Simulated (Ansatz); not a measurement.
Ideal-gas functions of C$_{2}$H$_{2}$I, SMILES `[CH]=CI` radical at 400 K and 1 bar, from an Ansatz frequency run at PBE0-D4/def2-TZVP.

Molar mass 152.94 g/mol, point group Cs (symmetry number 1), electronic degeneracy 2, moments of inertia 9.638, 145.653, 155.291 u Å². Harmonic wavenumbers (cm⁻¹, unscaled): 261, 457, 640, 721, 820, 1093, 1658, 3227, 3328.

Use S(trans) = R[1.5 ln M + 2.5 ln T − 1.1517]; rotational temperatures θ = 24.2544 K / I; S(rot) = R[ln(√π/σ · √(T³/θAθBθC)) + 1.5]; for each mode x = 1.438777 ν̃/T, S = R[x/(eˣ − 1) − ln(1 − e⁻ˣ)] and H = RT x/(eˣ − 1); 1 cm⁻¹ = 0.0119627 kJ/mol; R = 8.31446 J/(mol·K).

Task: By hand: the entropy, in J/(mol·K).

Result: Translation 177.7. Rotation: θ = 2.5165, 0.1665, 0.1562 K, giving 103.3. Vibration, mode by mode: 9.14, 5.06, 3.00, 2.39, 1.80, 0.82, 0.15, 0.00, 0.00, in all 22.4. Electronic 5.8. Sum 309.2 J/(mol·K).

Task: By hand: H − E and G − E in kJ/mol, counted from the electronic energy.

Result: Zero-point energy ½ × 12205 × 0.0119627 = 73.0; thermal vibration 5.7; translation, rotation and pV give 4 RT = 13.3. H − E = 92.0 kJ/mol, and G − E = 92.0 − 400 × 309.2/1000 = -31.7 kJ/mol.

Vibration gives 7 % of the entropy.
